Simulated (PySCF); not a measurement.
Compound: C₆H₈NO (doublet state).
Z-matrix (Å and degrees, GFN2-xTB geometry), rows numbered from 1:
```
C 
C   1  1.5147
C   2  1.5060  1  116.62
C   3  1.3330  2   97.97  1   116.45
C   4  1.4622  3  138.05  2   179.69
N   5  1.3583  4  113.65  3    -1.23
O   5  1.2153  4  123.46  3   178.69
C   4  1.5229  3   90.53  2    -0.12
H   1  1.0877  2  110.38  3   -46.51
H   1  1.0884  2  110.19  3  -166.75
H   1  1.0877  2  110.24  3    73.52
H   2  1.0912  1  110.97  3  -131.81
H   6  1.0035  5  121.11  4    -0.52
H   6  1.0057  5  119.21  4  -179.95
H   8  1.0874  2  113.81  1    -1.39
H   8  1.0879  2  114.47  1   128.36
```

The hyperfine couplings belong to this conformer and change with its torsions.

Identity: `C[C@H]1[C]=C(C(N)=O)C1` [radical].

Method: PySCF 2.14.0, UKS B3LYP, pcH-1 on C H N O, non-relativistic, mean-field spin-orbit, GIAO. Geometry: GFN2-xTB, one conformer, isolated molecule. A GFN2-xTB geometry isn't a minimum of the functional, and hyperfine couplings can be far from their values at a DFT geometry. Stability of the SCF solution: not tested.

Principal values of hyperfine tensors in MHz (contact and dipolar terms together), for some of the nuclei:

| atom | isotope | A1 | A2 | A3 |
| --- | --- | --- | --- | --- |
| C3 | 13C | 244.07 | 263.06 | 445.34 |
| C8 | 13C | 77.76 | 79.73 | 106.55 |
| H16 | 1H | 20.20 | 25.30 | 32.49 |
| C2 | 13C | 9.90 | 12.41 | 50.96 |
| H15 | 1H | 16.28 | 21.33 | 28.63 |
| C5 | 13C | 4.61 | 4.99 | 7.61 |
| H11 | 1H | -0.15 | 0.54 | 8.24 |
| H10 | 1H | 0.49 | 0.91 | 6.13 |

(1) Give the isotropic coupling of each nucleus in MHz and in mT (g = 2.0022), and the anisotropic part.

(2) What spin density at the nucleus of H15 lies behind its contact coupling (g_N = 5.58569)?

(3) C4 (13C, g_N = 1.40482) isn't in the table. Its spin density at the nucleus is 0.006475 bohr⁻³. What is its contact coupling?

(4) Which nucleus of the table has the largest anisotropic coupling, and what is its form?

(5) In a single crystal, with the field along each principal axis of the tensor of C8 in turn, what first-order splitting does this nucleus give (isotropic g, quadrupole terms neglected)?

## Answers

(1) a_iso is a third of the trace, T = A − a_iso, and a(mT) = a(MHz)/(g × 13.996).

```csv
atom,a_iso (MHz),a_iso (mT),T1,T2,T3
C3,317.49,11.330,-73.42,-54.43,127.85
C8,88.01,3.141,-10.25,-8.29,18.54
H16,26.00,0.928,-5.79,-0.70,6.50
C2,24.42,0.872,-14.53,-12.01,26.54
H15,22.08,0.788,-5.80,-0.75,6.55
C5,5.74,0.205,-1.13,-0.74,1.87
H11,2.88,0.103,-3.03,-2.34,5.37
H10,2.51,0.090,-2.02,-1.60,3.62
```

(2) a_FC = (2μ0/3) gₑ μB g_N μN ρ(0)/(2S·h) = 800.24 MHz × g_N × ρ(0)/(2S), with ρ in bohr⁻³. With a_FC = 22.08 MHz and 2S = 1, ρ(0) = 0.004939 bohr⁻³. In magnitude that is 1.6 % of the 1/π = 0.318 of a free hydrogen atom.

(3) By the same relation, a_FC = 7.28 MHz. Its full tensor has the principal values -18.23, 4.18, 35.89 MHz.

(4) C3: -73.4, -54.4, 127.8 MHz, rhombic: the two smaller values differ by 15 % of the largest.

(5) 2 lines (I = 1/2), spaced by |A_i|/(g × 13.996): 2.77, 2.85, 3.80 mT along the axes of A1, A2 and A3.

Hardware: one thread, Arm Neoverse V1 (aarch64) (shared host). Cost: 82 s wall (with the writing of density and orbital grids), 0.97 GiB resident at most.
